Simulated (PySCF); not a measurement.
How methods differ on the excitation energy of Se⁺

Se⁺ [Ar] 3d10 4s2 4p3 (4S) → Se⁺ [Ar] 3d10 4s1 4p4 (4P), as a difference of total energies. All numbers are calculated (PySCF 2.14, scalar relativity by spin-free X2C-1e, in x2c-QZVPPall (11s8p5d4f1g, 97 functions)). Correlated levels: valence: [Ar] 3d10 frozen; valence and next inner shell: [Ne] frozen. The calculations carry no spin-orbit coupling.

```csv
method,excitation energy (eV)
UHF,10.908
LDA,11.386
PBE,11.245
PBE0,11.215
r2SCAN,10.946
B2PLYP,11.153
CAM-B3LYP,11.405
B97-3,11.316
BHandHLYP,11.313
ROHF,11.004
MP2 (valence),10.909
SCS-MP2 (valence),10.911
MP2 (valence and next inner shell),11.209
SCS-MP2 (valence and next inner shell),11.145
```

**Question.** How much does correlation contribute at MP2 (valence and next inner shell)?

**Answer.** 11.209 − (10.908) = 0.301 eV, measured against UHF.

Errors of the correlated levels include the incompleteness of this basis and the frozen core.

For comparison: 10.523 eV (measured; NIST levels, between the centres of gravity of the two terms).
